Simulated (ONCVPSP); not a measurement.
**tin (Sn): excitation energies, all-electron against ONCV**

ONCVPSP 4.0.1 input, shortened (lines: element, Z, core and valence counts, functional; n l f; lmax; l rc ep ncon nbas qcut; lloc lpopt rc5 dvloc0; l nproj debl; icmod fcfact rcfact), LDA (Perdew-Wang 92), scalar-relativistic:

```
  Sn 50.00    9    2  -001012      upf
    1    0    2.00
    2    0    2.00
    2    1    6.00
    3    0    2.00
    3    1    6.00
    3    2   10.00
    4    0    2.00
    4    1    6.00
    4    2   10.00
    5    0    2.00
    5    1    2.00
    1
    0    2.20    0.00    5   10    2.70
    1    2.55    0.00    4    9    3.50
    4    5    1.85   -1.00
    0    2    3.40
    1    2    2.20
    1    0.30    0.00
```

Energies are relative to the spin-unpolarised reference configuration 5s2 5p2; without spin polarisation the order of configurations can differ from experiment.

(1) Give the all-electron excitation energy and the error of the potential for: 5s2 5p1; 5s2 5p0; 5s1 5p0; 5s1 5p2.

Levels in the configuration 5s1 5p0:

| level | all-electron (eV) | pseudo (eV) |
| --- | --- | --- |
| 5s | -36.455 | -36.860 |

Note: no bound ghost flagged; GHOST(+) flagged for s at 69.7 eV, p at 106.1 eV.

Answers

(1)

| valence configuration | charge | ΔE all-electron (eV) | error AE − PS (meV) |
| --- | --- | --- | --- |
| 5s2 5p1 | +1 | 7.092 | -9.6 |
| 5s2 5p0 | +2 | 21.350 | -67 |
| 5s1 5p0 | +3 | 52.797 | -332 |
| 5s1 5p2 | +1 | 14.829 | -37 |
